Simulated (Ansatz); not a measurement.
Reaction (ligand exchange at a B–C bond): `BCC(O)[SiH3]` + `N=C=O` → `BN=C=O` + `CC(O)[SiH3]`

Program: Ansatz. Geometries: PBE0-D4/def2-TZVP. ΔE: electronic, gas phase. CCSD(T)/CBS adds triple-zeta CCSD(T) − MP2 to the extrapolated MP2 energy (def2 sets, frozen cores). This one scheme is used for every species. DFT in def2-TZVPP. B3LYP here is the variant with VWN-RPA as its local correlation; programs differ in this. One conformer a species, not always the lowest.

```tsv
level	ΔE (kJ/mol)	difference from CCSD(T)/CBS
PBE-D4	-111.4	-1.1
r2SCAN-D4	-113.3	-3.0
PBE0-D4	-112.6	-2.3
B3LYP-D4	-118.3	-8.0
ωB97X-V	-110.5	-0.2
ωB97M-V	-110.7	-0.4
PBE	-113.7	-3.4
r2SCAN	-114.0	-3.7
PBE0	-114.7	-4.4
B3LYP	-122.0	-11.7
HF/def2-TZVPP	-125.9	-15.6
MP2/def2-TZVPP	-113.8	-3.5
SCS-MP2/def2-TZVPP	-114.9	-4.6
MP2/def2-QZVPP	-113.4	-3.1
SCS-MP2/def2-QZVPP	-114.5	-4.2
HF/CBS(def2)	-126.1	-15.8
CCSD(T)/CBS	-110.3	0
```

Largest T1 diagnostic among the species: 0.018.

The D4 term adds +3.7 kJ/mol with B3LYP and +2.1 kJ/mol with PBE0; it sums over pairs of atoms, weighted by their polarisabilities, and B3LYP, whose exchange is more repulsive, gets the larger term. In def2-TZVPP, CCSD(T) changes the Hartree–Fock value by +14.9 kJ/mol (the triples alone add +1.3 kJ/mol) and MP2 by +12.2 kJ/mol.
